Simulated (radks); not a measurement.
Problem. The table gives one normalised radial function P(r) = r R(r) (large component) of As27+ in [He] 2s2 2p2 (r in bohr). Method: Dirac Kohn-Sham, BLYP, spin-unpolarised, spherical densities, finite nucleus; open shells fill j = l - 1/2 first; Fermi nuclear charge, rms radius 4.0968 fm; computed with a radial shooting solver on a logarithmic mesh with Libxc functionals.

r	P
0.002031	0.0047
0.002709	0.0082
0.003613	0.0143
0.004819	0.0248
0.006428	0.0428
0.008573	0.0733
0.01143	0.1239
0.01525	0.2062
0.02034	0.3364
0.02713	0.5341
0.03618	0.8185
0.04826	1.1971
0.06437	1.6460
0.08585	2.0870
0.1145	2.3789
0.1527	2.3550
0.2037	1.9341
0.2717	1.2404
0.3624	0.5732
0.4833	0.1718
0.6446	0.0294

Which n and l does it have? It may be an empty orbital.

Solution. n = 2, l = 1: the number of nodes gives n - l - 1 = 0, the rise at small r points to l (this Dirac orbital starts outside the nucleus as r^gamma with gamma = sqrt((l + 1)^2 - (Z/c)^2) = 1.99; the j = 3/2 orbital of l + 1 starts with the same power, but with a smaller coefficient, and then steepens), and the extent must fit the shell. The curve is that of 2p3/2; the two j differ most near the nucleus, where j = l - 1/2 has the larger amplitude, and in heavy atoms j = l - 1/2 is also the more compact. 2p3/2 (empty): eigenvalue -2832.4 eV, 0 radial nodes, <r> = 0.165 bohr, 90 % of the charge inside 0.265 bohr.
